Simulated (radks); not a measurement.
Q: Ga XVI, configuration [Ne] 3s2 3p4. Calculated with a radial shooting solver on a logarithmic mesh with Libxc functionals: non-relativistic Kohn-Sham, LB94 model potential, spin-polarised, spherical densities, point nucleus; open shells are filled with parallel spins first. Some entries of the table are withheld. Estimate them.

| orbital | occ. | eigenvalue (eV) | r(max) (bohr) | <r^2> (bohr^2) |
|---|---|---|---|---|
| 1s down | 1 | -10709.21 | 0.03261 | 0.003258 |
| 1s up | 1 | -10708.98 | 0.03261 | 0.003259 |
| 2s up | 1 | -1789.274 | 0.1853 | 0.05641 |
| 2s down | 1 | -1788.810 | 0.1855 | 0.05652 |
| 2p up | 3 | -1652.067 | 0.1473 | 0.04395 |
| 2p down | 3 | -1650.661 | 0.1475 | 0.04408 |
| 3s up | 1 | (1) | 0.5308 | 0.3748 |
| 3s down | 1 | (2) | 0.5296 | 0.3741 |
| 3p up | 3 | -549.3832 | (3) | 0.3655 |
| 3p down | 1 | -545.5137 | (4) | 0.3641 |

A: 
(1) 3s up eigenvalue (eV): -594.6509
(2) 3s down eigenvalue (eV): -590.3247
(3) 3p up r(max) (bohr): 0.5148
(4) 3p down r(max) (bohr): 0.5128
